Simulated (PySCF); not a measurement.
Orbital gap (eV) of eight silicon and germanium compounds: PBE beside PBE0, computed with PySCF for isolated molecules in the bases named; differences from unrounded values. The eight are the first of their class met in an unordered collection, after screening for sound electronic states; none was chosen by its value. Each molecule has one DFT geometry for both levels.

| molecule | basis | PBE0 | PBE | difference |
|---|---|---|---|---|
| C3H8O2Si, SMILES C/C=C/O[SiH2]O | def2-TZVP | 6.93 | 4.86 | -2.07 |
| C₂H₉ClOSi₂, SMILES CO[Si@H](Cl)[SiH2]C | def2-TZVP | 7.61 | 5.56 | -2.05 |
| C3H9NSi2, SMILES N[C@H]([SiH2][SiH3])C#C | def2-TZVP | 6.56 | 4.48 | -2.08 |
| CH₆F₂Si₃, SMILES [Si@H]1(F)C[Si@@H](F)[SiH2]1 | def2-TZVP | 6.24 | 4.32 | -1.93 |
| SiHClBr2, SMILES [SiH](Cl)(Br)Br | def2-TZVP | 7.83 | 5.62 | -2.21 |
| CH₇O₂PSi, SMILES C[Si](O)(O)P | def2-TZVP | 7.68 | 5.70 | -1.98 |
| Se(Br)(OSiH3) (BrH3OSeSi), SMILES [SiH3]O[Se]Br | def2-TZVP | 4.22 | 2.14 | -2.08 |
| Se(SH)(GeH3) (GeH₄SSe), SMILES [Se](S)[GeH3] | def2-TZVPD | 5.32 | 3.30 | -2.03 |

PBE lies below PBE0 in 8 and above it in 0 of the eight; the mean signed difference is -2.05 and the largest -2.21 eV.
